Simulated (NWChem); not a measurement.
The numbers come from NWChem runs, not from measurements. System: 1,1-difluoroethane (C$_{2}$H$_{4}$F$_{2}$), charge 0, spin multiplicity 1, at a geometry optimised with PBE/def2-SVP. Level: RHF/6-31G* (spherical d).

Job file:

```
start mol
memory heap 200 mb stack 900 mb global 1100 mb
geometry units angstroms nocenter noautoz
  C     -0.282618     1.347731     0.000000
  C     -0.322588    -0.161786     0.000000
  F      0.321833    -0.650744    -1.107166
  F      0.321833    -0.650744     1.107166
  H      0.772715     1.683611     0.000000
  H     -0.788100     1.745890    -0.900592
  H     -0.788100     1.745890     0.900592
  H     -1.358267    -0.577671     0.000000
  symmetry group Cs
end
basis spherical
  * library 6-31g*
end
scf
  rhf
  nopen 0
  maxiter 100
  thresh 1e-7
  semidirect memsize 60000000 filesize 0
end
task scf energy
```

Part of the output:

```
             Northwest Computational Chemistry Package (NWChem) 7.3.0
             --------------------------------------------------------

                                NWChem Input Module
                                -------------------

 Scaling coordinates for geometry "geometry" by  1.889725989
 (inverse scale =  0.529177249)

 Turning off AUTOSYM since
 SYMMETRY directive was detected!

                             Geometry "geometry" -> ""
                             -------------------------

 Output coordinates in angstroms (scale by  1.889725989 to convert to a.u.)

  No.       Tag          Charge          X              Y              Z
 ---- ---------------- ---------- -------------- -------------- --------------
    1 C                    6.0000    -0.28261800     1.34773100     0.00000000
    2 C                    6.0000    -0.32258800    -0.16178600     0.00000000
    3 F                    9.0000     0.32183300    -0.65074400    -1.10716600
    4 F                    9.0000     0.32183300    -0.65074400     1.10716600
    5 H                    1.0000     0.77271500     1.68361100     0.00000000
    6 H                    1.0000    -0.78810000     1.74589000    -0.90059200
    7 H                    1.0000    -0.78810000     1.74589000     0.90059200
    8 H                    1.0000    -1.35826700    -0.57767100     0.00000000

 Effective nuclear repulsion energy (a.u.)     131.4376225176

            Nuclear Dipole moment (a.u.)
            ----------------------------
        X                 Y               Z
 ---------------- ---------------- ----------------
     0.0000113384    -0.0000037795     0.0000000000

      Symmetry information
      --------------------

 Group name             Cs
 Group number              2
 Group order               2
 No. of unique centers     6

      Symmetry unique atoms

     1    2    3    5    6    8


 Summary of "ao basis" -> "" (spherical)
 ------------------------------------------------------------------------------
       Tag                 Description            Shells   Functions and Types
 ---------------- ------------------------------  ------  ---------------------
 *                           6-31g*                   on all atoms

 Summary of "ao basis" -> "ao basis" (spherical)
 ------------------------------------------------------------------------------
       Tag                 Description            Shells   Functions and Types
 ---------------- ------------------------------  ------  ---------------------
 C                           6-31g*                  6       14   3s2p1d
 F                           6-31g*                  6       14   3s2p1d
 H                           6-31g*                  2        2   2s

                                 NWChem SCF Module
                                 -----------------

  ao basis        = "ao basis"
  functions       =    64
  atoms           =     8
  closed shells   =    17
  open shells     =     0
  charge          =   0.00
  wavefunction    = RHF
  use symmetry    = T
  symmetry adapt  = T

 Summary of "ao basis" -> "ao basis" (spherical)
 ------------------------------------------------------------------------------
       Tag                 Description            Shells   Functions and Types
 ---------------- ------------------------------  ------  ---------------------
 C                           6-31g*                  6       14   3s2p1d
 F                           6-31g*                  6       14   3s2p1d
 H                           6-31g*                  2        2   2s

      Symmetry analysis of basis
      --------------------------

        a'         40
        a"         24

 Forming initial guess at       0.0s

      Superposition of Atomic Density Guess
      -------------------------------------

 Sum of atomic energies:        -276.05810250

      Non-variational initial energy
      ------------------------------

 Total energy =    -277.545827
 1-e energy   =    -642.718117
 2-e energy   =     233.734667
 HOMO         =      -0.368871
 LUMO         =       0.176471

      Symmetry analysis of molecular orbitals - initial
      -------------------------------------------------

  Numbering of irreducible representations:

     1 a'          2 a"

  Orbital symmetries:

     1 a'          2 a"          3 a'          4 a'          5 a'
     6 a"          7 a'          8 a'          9 a"         10 a'
    11 a'         12 a"         13 a"         14 a'         15 a"
    16 a'         17 a'         18 a'         19 a"         20 a'
    21 a'         22 a"         23 a'         24 a'         25 a'
    26 a'         27 a"

 Starting SCF solution at       0.2s

 ----------------------------------------------
         Quadratically convergent ROHF

 Convergence threshold     :          1.000E-07
 Maximum no. of iterations :          100
 Final Fock-matrix accuracy:          1.000E-09
 ----------------------------------------------

              iter       energy          gnorm     gmax       time
             ----- ------------------- --------- --------- --------
                 1     -276.8530169308  1.21D+00  3.42D-01      0.2
                 2     -276.9299514353  3.18D-01  6.49D-02      0.2
                 3     -276.9382712323  1.84D-02  4.16D-03      0.2
                 4     -276.9383108278  1.37D-04  2.90D-05      0.3
                 5     -276.9383108295  9.70D-09  1.77D-09      0.4

       Final RHF  results
       ------------------

         Total SCF energy =   -276.938310829508
      One-electron energy =   -644.538512868091
      Two-electron energy =    236.162579521020
 Nuclear repulsion energy =    131.437622517564

        Time for solution =      0.2s

       Symmetry analysis of molecular orbitals - final
       -----------------------------------------------

  Numbering of irreducible representations:

     1 a'          2 a"

  Orbital symmetries:

     1 a'          2 a"          3 a'          4 a'          5 a'
     6 a"          7 a'          8 a'          9 a'         10 a"
    11 a'         12 a"         13 a"         14 a'         15 a"
    16 a'         17 a'         18 a'         19 a'         20 a"
    21 a'         22 a"         23 a'         24 a'         25 a'
    26 a"         27 a'

             Final eigenvalues
             -----------------

              1
    1  -26.2963
    2  -26.2963
    3  -11.4071
    4  -11.2426
    5   -1.6405
    6   -1.5813
    7   -1.0433
    8   -0.8813
    9   -0.7612
   10   -0.7420
   11   -0.7146
   12   -0.6516
   13   -0.6146
   14   -0.6066
   15   -0.5637
   16   -0.5567
   17   -0.5072
   18    0.2429
   19    0.2695
   20    0.2882
   21    0.3017
   22    0.3504
   23    0.3877
   24    0.4256
   25    0.7174
   26    0.7666
   27    0.7808

                       ROHF Final Molecular Orbital Analysis
                       -------------------------------------

 Vector   15  Occ=2.000000D+00  E=-5.636866D-01  Symmetry=a"
              MO Center= -4.3D-01,  1.3D+00,  9.6D-16, r^2= 1.9D+00
   Bfn.  Coefficient  Atom+Function         Bfn.  Coefficient  Atom+Function
  ----- ------------  ---------------      ----- ------------  ---------------
     5      0.415709  1 C  pz                59     -0.228431  6 H  s
    61      0.228431  7 H  s                  9      0.214585  1 C  pz
    60     -0.187444  6 H  s                 62      0.187444  7 H  s
    32      0.163846  3 F  py                46     -0.163846  4 F  py

 Vector   16  Occ=2.000000D+00  E=-5.566879D-01  Symmetry=a'
              MO Center= -1.3D-01,  1.0D+00, -3.0D-15, r^2= 2.2D+00
   Bfn.  Coefficient  Atom+Function         Bfn.  Coefficient  Atom+Function
  ----- ------------  ---------------      ----- ------------  ---------------
     3      0.364862  1 C  px                57      0.207787  5 H  s
     7      0.196119  1 C  px                32     -0.172867  3 F  py
    46     -0.172867  4 F  py                58      0.162911  5 H  s
     4     -0.154341  1 C  py

 Vector   17  Occ=2.000000D+00  E=-5.071937D-01  Symmetry=a'
              MO Center= -2.6D-01,  9.1D-02, -1.9D-16, r^2= 2.2D+00
   Bfn.  Coefficient  Atom+Function         Bfn.  Coefficient  Atom+Function
  ----- ------------  ---------------      ----- ------------  ---------------
    18     -0.312647  2 C  py                 4      0.297792  1 C  py
    32      0.221953  3 F  py                46      0.221953  4 F  py
    64      0.219611  8 H  s                 63      0.216723  8 H  s
    17     -0.203167  2 C  px                36      0.173395  3 F  py
    50      0.173395  4 F  py                 8      0.169546  1 C  py

 Vector   18  Occ=0.000000D+00  E= 2.429078D-01  Symmetry=a'
              MO Center= -8.0D-01,  1.1D+00, -7.0D-16, r^2= 4.3D+00
   Bfn.  Coefficient  Atom+Function         Bfn.  Coefficient  Atom+Function
  ----- ------------  ---------------      ----- ------------  ---------------
     6      1.871023  1 C  s                 60     -1.095139  6 H  s
    62     -1.095139  7 H  s                 64     -1.072922  8 H  s
    20      0.731025  2 C  s                 58     -0.707688  5 H  s
     8      0.630369  1 C  py                21     -0.569538  2 C  px
    17     -0.186263  2 C  px                22     -0.162469  2 C  py

 Vector   19  Occ=0.000000D+00  E= 2.695296D-01  Symmetry=a'
              MO Center= -1.5D-01,  7.0D-01,  1.2D-14, r^2= 4.7D+00
   Bfn.  Coefficient  Atom+Function         Bfn.  Coefficient  Atom+Function
  ----- ------------  ---------------      ----- ------------  ---------------
     6      1.739203  1 C  s                 58     -1.548935  5 H  s
    64      1.299159  8 H  s                 20     -1.214704  2 C  s
    21      0.625801  2 C  px                 7      0.601462  1 C  px
    17      0.252342  2 C  px                22     -0.242317  2 C  py
    60     -0.189974  6 H  s                 62     -0.189974  7 H  s

 Vector   20  Occ=0.000000D+00  E= 2.881613D-01  Symmetry=a"
              MO Center= -6.8D-01,  1.5D+00, -1.4D-14, r^2= 3.2D+00
   Bfn.  Coefficient  Atom+Function         Bfn.  Coefficient  Atom+Function
  ----- ------------  ---------------      ----- ------------  ---------------
    60      1.424806  6 H  s                 62     -1.424806  7 H  s
     9      1.223791  1 C  pz                 5      0.293202  1 C  pz
    23      0.248017  2 C  pz                19      0.216383  2 C  pz
    34      0.186640  3 F  s                 48     -0.186640  4 F  s

 center of mass
 --------------
 x =   0.07977788 y =  -0.16774634 z =   0.00000000

 moments of inertia (a.u.)
 ------------------
         340.071461401630          44.017660203034           0.000000000000
          44.017660203034         206.943423523366           0.000000000000
           0.000000000000           0.000000000000         202.679069454297

  Mulliken analysis of the total density
  --------------------------------------

    Atom       Charge   Shell Charges
 -----------   ------   -------------------------------------------------------
    1 C    6     6.58   2.00  0.65  2.07  0.71  1.11  0.05
    2 C    6     5.26   2.00  0.68  1.77  0.33  0.37  0.12
    3 F    9     9.44   2.00  0.93  3.29  1.05  2.15  0.02
    4 F    9     9.44   2.00  0.93  3.29  1.05  2.15  0.02
    5 H    1     0.80   0.51  0.29
    6 H    1     0.81   0.52  0.30
    7 H    1     0.81   0.52  0.30
    8 H    1     0.85   0.54  0.31

       Multipole analysis of the density wrt the origin
       ------------------------------------------------

     L   x y z        total         open         nuclear
     -   - - -        -----         ----         -------
     0   0 0 0     -0.000000      0.000000     34.000000

     1   1 0 0     -0.652481      0.000000      0.000011
     1   0 1 0      0.652219      0.000000     -0.000004
     1   0 0 1      0.000000      0.000000      0.000000

     2   2 0 0    -16.037233      0.000000     23.755339
     2   1 1 0      0.616130      0.000000    -22.884315
     2   1 0 1      0.000000      0.000000      0.000000
     2   0 2 0    -16.718879      0.000000     99.783588
     2   0 1 1     -0.000000      0.000000      0.000000
     2   0 0 2    -18.846925      0.000000     84.587193

 Task  times  cpu:        0.3s     wall:        0.3s

 Total times  cpu:        0.4s     wall:        0.4s
```
